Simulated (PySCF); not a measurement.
The dipole of `C[C@@H](OC=O)[Si@H](O)CCl` from its density and from atomic charges.

Coordinates (GFN2-xTB, Å) and charges (e) from the PBE0/pcSseg-1 density (PySCF):

| atom | x | y | z | Mulliken | IAO | Hirshfeld | ESP-fitted |
| --- | --- | --- | --- | --- | --- | --- | --- |
| C1 | 0.949 | 1.319 | 0.754 | -0.2431 | -0.4233 | -0.1228 | -0.4607 |
| C2 | 0.876 | 0.802 | -0.678 | -0.2899 | -0.2066 | -0.0354 | +0.5169 |
| O3 | 2.060 | 0.014 | -0.930 | -0.4096 | -0.3066 | -0.0827 | -0.5097 |
| C4 | 1.940 | -1.274 | -0.868 | +0.4725 | +0.4081 | +0.1914 | +0.5607 |
| O5 | 0.920 | -1.890 | -0.690 | -0.4599 | -0.4535 | -0.1993 | -0.5332 |
| Si6 | -0.776 | -0.101 | -1.081 | +1.0199 | +1.1208 | +0.3693 | +0.5701 |
| O7 | -1.647 | 1.260 | -1.327 | -0.5710 | -0.8127 | -0.3174 | -0.7922 |
| C8 | -1.607 | -1.045 | 0.364 | -0.5214 | -0.5440 | -0.1362 | -0.3922 |
| Cl9 | -3.377 | -0.920 | 0.184 | -0.1954 | -0.1112 | -0.0712 | -0.1641 |
| H10 | 0.105 | 1.975 | 0.941 | +0.1399 | +0.1612 | +0.0539 | +0.1259 |
| H11 | 1.871 | 1.875 | 0.913 | +0.1284 | +0.1508 | +0.0443 | +0.1183 |
| H12 | 0.919 | 0.489 | 1.458 | +0.1163 | +0.1392 | +0.0393 | +0.1292 |
| H13 | 0.972 | 1.644 | -1.365 | +0.1572 | +0.1721 | +0.0496 | +0.0090 |
| H14 | 2.918 | -1.762 | -1.008 | +0.1217 | +0.1433 | +0.0699 | +0.0795 |
| H15 | -0.778 | -0.875 | -2.318 | -0.0815 | -0.1503 | -0.0914 | -0.0974 |
| H16 | -2.602 | 1.234 | -1.331 | +0.2462 | +0.3638 | +0.1535 | +0.4680 |
| H17 | -1.372 | -2.103 | 0.360 | +0.1919 | +0.1840 | +0.0421 | +0.2088 |
| H18 | -1.379 | -0.638 | 1.347 | +0.1777 | +0.1647 | +0.0434 | +0.1631 |

Task: Form Σ q r in debye for every column and set it beside the full dipole.

Result: The full density gives (2.59, 0.63, 0.64) D, 2.74 D in size; dipole vectors point from the negative to the positive end.

```tsv
scheme	μx	μy	μz	size (D)	share of the full size (%)	angle to the full dipole (°)
Mulliken	2.86	0.42	-0.09	2.90	106	16
IAO	2.80	-0.33	-0.10	2.82	103	26
Hirshfeld	2.38	0.15	0.15	2.39	87	14
ESP-fitted	2.64	0.60	0.67	2.79	102	1
```

Task: Which set comes closest?

Result: Length of the difference vector: ESP-fitted 0.07 D, Hirshfeld 0.72 D, Mulliken 0.81 D, IAO 1.24 D. Closest: ESP-fitted. The schemes that divide the density aren't constrained to reproduce the dipole.

Task: What is left for the Hirshfeld atoms' own dipoles?

Result: The shares of the density sum to the whole, so what Σ q r misses lies in dipoles about the nuclei. The atomic dipoles sum to (2.59, 0.63, 0.64) − (2.38, 0.15, 0.15) = (0.21, 0.48, 0.49) D, 0.72 D in size.

Task: With the origin at the mean of the coordinates, (0.000, 0.000, -0.293) Å, which are the largest single terms, by size, of the Hirshfeld dipole along the direction of the full one?

Result: O7 +2.30, H16 -1.78, Si6 -1.67, C4 +1.29, Cl9 +1.12 D; all 18 atoms together +2.32 D. The single terms depend on the origin, their sum doesn't.

Task: Give the size of the full dipole in other units.

Result: 2.74 D = 1.079 au = 0.571 e·Å = 9.14 × 10⁻³⁰ C·m.

Isolated species at its GFN2-xTB geometry (one conformer only).
